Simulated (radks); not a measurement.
Results of a calculation; reference values are marked as such.
Initial-state core-level shifts of the bismuth ion Bi+ when its valence configuration changes from [Hg] 6p2. Level of theory: scalar-relativistic Kohn-Sham, LDA (Slater exchange, Perdew-Wang correlation), spin-polarised, spherical densities, point nucleus; open shells are filled with parallel spins first (spin-orbit coupling, left out, can overturn this in heavy ions) (a radial shooting solver on a logarithmic mesh with Libxc functionals). Shifts are changes of the shell-averaged eigenvalues in eV (positive: less bound).

valence                          2s       3s       3d       4p
[Xe] 4f14 5d10 6s1 6p3       -1.569   -1.588   -1.584   -1.596
[Xe] 4f14 5d10 6p4           -3.546   -3.576   -3.569   -3.581
[Xe] 4f14 5d8 6s2 6p4       -13.459  -13.186  -13.253  -12.917
[Xe] 4f14 5d9 6s1 6p4        -8.341   -8.232   -8.260   -8.112
[Xe] 4f13.5 5d10 6s2 6p2.5  -11.408  -12.513  -12.416  -10.458
[Xe] 4f14 5d10 6s1.5 6p2.5   -0.811   -0.820   -0.818   -0.823
[Xe] 4f14 5d8 6p6           -16.843  -16.595  -16.658  -16.322
[Xe] 4f13 5d10 6s2 6p3      -23.030  -25.252  -25.060  -21.037
[Xe] 4f14 5d9 6p5           -10.148  -10.051  -10.076   -9.929
